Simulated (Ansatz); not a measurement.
`[OH][GeH2][CH2][SiH](O)F` + H₂ → `O[SiH2][CH2][GeH2][OH]` + H–F  (hydrogenolysis of the Si–F bond)

Program: Ansatz. Geometries: PBE0-D4/def2-TZVP. ΔE: electronic, gas phase. CBS: MP2 limit from def2 TZ/QZ plus the TZ coupled-cluster correction, frozen cores. This one scheme is used for every species. Functionals use def2-TZVPP. B3LYP here is the variant with VWN-RPA as its local correlation; programs differ in this. For Ge outer-core shells are correlated without core-valence functions, which leaves a few kJ/mol of doubt a bond. Scalar relativity is left out up to krypton. Each species was taken in one conformer, which may not be the lowest.

| level | ΔE (kJ/mol) | difference from CCSD(T)/CBS |
| --- | --- | --- |
| PBE-D4 | 138.6 | -4.5 |
| r2SCAN-D4 | 152.3 | 9.2 |
| PBE0-D4 | 137.5 | -5.6 |
| B3LYP-D4 | 147.0 | 3.9 |
| ωB97X-V | 145.6 | 2.5 |
| ωB97M-V | 147.8 | 4.7 |
| B2PLYP | 146.5 | 3.4 |
| PBE | 136.9 | -6.2 |
| r2SCAN | 151.8 | 8.7 |
| PBE0 | 136.0 | -7.1 |
| B3LYP | 144.3 | 1.2 |
| HF/def2-TZVPP | 143.2 | 0.1 |
| MP2/def2-TZVPP | 145.8 | 2.7 |
| SCS-MP2/def2-TZVPP | 144.7 | 1.6 |
| CCSD/def2-TZVPP | 140.9 | -2.2 |
| CCSD(T)/def2-TZVPP | 142.2 | -0.9 |
| HF/def2-QZVPP | 144.8 | 1.7 |
| MP2/def2-QZVPP | 146.9 | 3.8 |
| SCS-MP2/def2-QZVPP | 145.8 | 2.7 |
| HF/CBS(def2) | 145.0 | 1.9 |
| MP2/CBS(def2) | 146.7 | 3.6 |
| CCSD/CBS(def2) | 141.8 | -1.3 |
| CCSD(T)/CBS | 143.1 | 0 |

Largest T1 diagnostic among the species: 0.012.
